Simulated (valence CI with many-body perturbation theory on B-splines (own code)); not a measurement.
Values are calculated unless marked as measured or tabulated.
**Sensitivity of CI+MBPT for Ga XVII**

Method: relativistic CI+MBPT: five valence electrons over a frozen Dirac-Fock core [Ne], radial functions for each j: 6 s, 6 p, 5 d, 3 f, 1 g, with the one-electron correlation potential Σ1 (screened to all orders), the two-electron term Σ2, the three-electron term Σ3, Breit, model QED; selected single and double excitations, second order for the rest, scaled by the run's own slope (own B-spline code, finite nucleus).

No measured spectrum was set against this ion. As an estimate, levels of excited configurations hold to 0.05 to 0.15 % of their energy, terms of the ground configuration to about 0.5 %. Among the levels kept, up to 1100 cm⁻¹ of a level comes from second order outside the variational space, and about a tenth of that is noise between levels of different J, which matters for small intervals.

The reference run has the lowest level 3s2 3p3 4S°_3/2 and an ionisation energy of 593.985 eV. Its largest variational space holds 9999 state functions.

Names give the largest LS component (configuration and term), which can be under half, so a name can repeat, a term be missing and a line seem to break the LS rules; names also repeat where a configuration has a term twice. Letters in brackets count levels of one name in rising energy.

Changed runs:
A. Davidson tolerance 2e-05 → 0.0003
B. scale of Σ1 1 → 0.8; logarithmic knot step 0.27 → 0.33
C. cutoff of virtual states (hartree) 1922 → 720
D. box radius (bohr) 4.9581 → 1.56 (bad on purpose)

Excitation energies of the reference run in cm⁻¹, and shifts in cm⁻¹:

```tsv
Level	Reference	A	B	C
3s2 3p3 2D°_3/2	53424	0	-8.2	-1.2
3s2 3p3 2D°_5/2	68148	0	-21	-5.0
3s2 3p3 2P°_1/2	105209	0	-22	-6.0
3s2 3p3 2P°_3/2	129315	0	-48	-14
3s 3p4 4P_5/2	383440	0	+160	+24
3s 3p4 4P_3/2	408296	0	+143	+17
3s 3p4 4P_1/2	416824	0	+139	+16
3s 3p4 2D_3/2	476069	0	+143	-2.0
3s 3p4 2D_5/2	484330	0	+131	-1.5
3s2 3p2 3d 2P_3/2	540763	0	+139	-54
3s 3p4 2S_1/2 [a]	546779	0	+136	-22
3s2 3p2 3d 4F_3/2	573033	0	+169	-124
Ionisation energy (eV)	593.985	0	-0.135	-0.016
```

No effect on these energies: A.

Run D: It gave no result. The program said: "need at least one array to concatenate".
